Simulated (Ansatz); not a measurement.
Steps of a relaxation of C$_{2}$H$_{10}$GeSi, SMILES `[SiH3]C[CH2][GeH3]` with RKS PBE0-D4/def2-TZVP.

```sh
$ ansatz run in.yaml --threads 2 --pin off --events-out ev --progress --plain --max-ram 22528MiB --backend cuda --devices 0, --max-vram 18GiB
```

```yaml
crystal:
  periodic: [false, false, false]
  atoms:
    - {symbol: Si, position_ang: [-0.426483, 2.291970, -0.154328]}
    - {symbol: C, position_ang: [-0.093331, 0.554123, 0.538440]}
    - {symbol: C, position_ang: [0.072864, -0.515111, -0.553739]}
    - {symbol: Ge, position_ang: [0.435745, -2.321805, 0.166719]}
    - {symbol: H, position_ang: [-1.684159, 2.286966, -0.984578]}
    - {symbol: H, position_ang: [-0.586261, 3.298546, 0.955491]}
    - {symbol: H, position_ang: [0.716257, 2.725140, -1.036167]}
    - {symbol: H, position_ang: [-0.930614, 0.296050, 1.223973]}
    - {symbol: H, position_ang: [0.814137, 0.614561, 1.179297]}
    - {symbol: H, position_ang: [0.906645, -0.258878, -1.241773]}
    - {symbol: H, position_ang: [-0.838052, -0.585963, -1.185584]}
    - {symbol: H, position_ang: [-0.732971, -2.759350, 1.093327]}
    - {symbol: H, position_ang: [1.743929, -2.295490, 1.005880]}
    - {symbol: H, position_ang: [0.589494, -3.360059, -0.978259]}
basis:
  gaussian: {orbitals: def2-TZVP}
hamiltonian: {xc: pbe0, dispersion: d4}
relax: {f_tol: 0.005, max_steps: 150}
```

Positions (Å) and forces (eV/Å) along the path, 6 of 6 steps:

```xyz
14
step=1 energy=-66620.6524 eV
Si   -0.426    2.292   -0.154    0.007   -0.046   -0.027
C    -0.093    0.554    0.538   -0.005    0.072    0.298
C     0.073   -0.515   -0.554   -0.017    0.038   -0.344
Ge    0.436   -2.322    0.167   -0.008    0.048    0.023
H    -1.684    2.287   -0.985    0.263   -0.004    0.176
H    -0.586    3.299    0.955    0.035   -0.219   -0.228
H     0.716    2.725   -1.036   -0.238   -0.095    0.186
H    -0.931    0.296    1.224    0.397    0.091   -0.333
H     0.814    0.615    1.179   -0.419   -0.059   -0.315
H     0.907   -0.259   -1.242   -0.397   -0.094    0.345
H    -0.838   -0.586   -1.186    0.425    0.061    0.317
H    -0.733   -2.759    1.093    0.172    0.062   -0.139
H     1.744   -2.295    1.006   -0.194   -0.007   -0.126
H     0.589   -3.360   -0.978   -0.022    0.150    0.167
14
step=2 energy=-66620.6895 eV
Si   -0.424    2.274   -0.156    0.014   -0.072    0.050
C    -0.092    0.550    0.538   -0.014    0.090    0.090
C     0.072   -0.509   -0.554   -0.003   -0.001   -0.115
Ge    0.432   -2.303    0.168   -0.008    0.035   -0.041
H    -1.670    2.267   -0.977    0.062   -0.006    0.040
H    -0.581    3.270    0.945    0.006   -0.038   -0.060
H     0.709    2.702   -1.029   -0.056   -0.027    0.042
H    -0.920    0.288    1.215    0.116    0.037   -0.097
H     0.808    0.603    1.170   -0.127   -0.007   -0.092
H     0.897   -0.248   -1.231   -0.113   -0.042    0.100
H    -0.831   -0.571   -1.177    0.127    0.003    0.092
H    -0.727   -2.739    1.086    0.016    0.015   -0.014
H     1.730   -2.279    0.999   -0.021    0.008   -0.012
H     0.585   -3.335   -0.967   -0.001    0.005    0.018
14
step=3 energy=-66620.6924 eV
Si   -0.423    2.269   -0.151    0.005   -0.031   -0.010
C    -0.092    0.552    0.538   -0.003    0.019    0.010
C     0.072   -0.508   -0.551    0.000   -0.004   -0.025
Ge    0.431   -2.300    0.161   -0.002    0.014    0.022
H    -1.665    2.258   -0.972   -0.008    0.002   -0.003
H    -0.581    3.269    0.940    0.000    0.001    0.004
H     0.706    2.691   -1.025    0.006    0.005   -0.004
H    -0.915    0.291    1.212   -0.009   -0.011    0.010
H     0.803    0.605    1.167    0.013   -0.007    0.009
H     0.894   -0.249   -1.226    0.008    0.012   -0.009
H    -0.826   -0.571   -1.172   -0.012    0.009   -0.009
H    -0.728   -2.729    1.080   -0.004   -0.009    0.003
H     1.726   -2.270    0.995    0.007   -0.008    0.004
H     0.585   -3.337   -0.967   -0.001    0.006   -0.001
14
step=4 energy=-66620.6926 eV
Si   -0.422    2.266   -0.152    0.000    0.000    0.006
C    -0.092    0.550    0.539   -0.004    0.023    0.001
C     0.072   -0.505   -0.554    0.003   -0.014    0.005
Ge    0.430   -2.297    0.164    0.001   -0.005   -0.009
H    -1.665    2.255   -0.972   -0.003   -0.002   -0.002
H    -0.581    3.266    0.939   -0.001    0.006    0.001
H     0.707    2.689   -1.025    0.002   -0.001   -0.003
H    -0.915    0.287    1.213   -0.004   -0.004    0.003
H     0.805    0.602    1.167    0.005   -0.003    0.003
H     0.894   -0.245   -1.228    0.006    0.001   -0.002
H    -0.827   -0.567   -1.174   -0.005   -0.001   -0.002
H    -0.729   -2.728    1.082   -0.001    0.003   -0.001
H     1.726   -2.270    0.997   -0.001    0.002    0.000
H     0.584   -3.331   -0.966    0.001   -0.005   -0.001
14
step=5 energy=-66620.6926 eV
Si   -0.423    2.266   -0.152    0.000    0.001   -0.001
C    -0.091    0.551    0.541    0.004   -0.018    0.008
C     0.073   -0.505   -0.553   -0.004    0.018   -0.006
Ge    0.430   -2.297    0.162    0.001   -0.005    0.003
H    -1.667    2.251   -0.970    0.000    0.000    0.000
H    -0.581    3.270    0.936    0.000   -0.001    0.000
H     0.705    2.687   -1.028   -0.001    0.000   -0.001
H    -0.913    0.285    1.215    0.002    0.006   -0.002
H     0.807    0.601    1.168   -0.004    0.005   -0.002
H     0.896   -0.244   -1.226   -0.002   -0.004    0.000
H    -0.826   -0.564   -1.174    0.003   -0.003    0.000
H    -0.732   -2.727    1.079    0.000    0.000    0.000
H     1.724   -2.270    0.997   -0.001   -0.001    0.000
H     0.585   -3.333   -0.966    0.000    0.001   -0.001
14
step=6 energy=-66620.6927 eV
Si   -0.424    2.266   -0.152    0.000   -0.001    0.000
C    -0.090    0.551    0.541    0.000    0.001    0.000
C     0.074   -0.505   -0.553    0.000    0.004    0.001
Ge    0.429   -2.297    0.162    0.000   -0.001    0.000
H    -1.668    2.250   -0.969    0.000    0.000    0.000
H    -0.581    3.270    0.936    0.000    0.000    0.001
H     0.703    2.686   -1.030    0.000    0.000   -0.001
H    -0.912    0.286    1.216    0.000    0.000    0.000
H     0.808    0.603    1.168    0.000    0.000    0.000
H     0.897   -0.244   -1.225    0.000   -0.001    0.000
H    -0.824   -0.564   -1.174    0.001    0.000    0.000
H    -0.733   -2.727    1.077    0.000    0.000    0.000
H     1.723   -2.272    0.998    0.000    0.000    0.000
H     0.585   -3.332   -0.968    0.000    0.000    0.000
```

It took 17 s on 2 threads of an AMD EPYC 7R13 on a shared host and a share of an NVIDIA H100 80 GB, with 0.91 GiB of host memory at the peak.
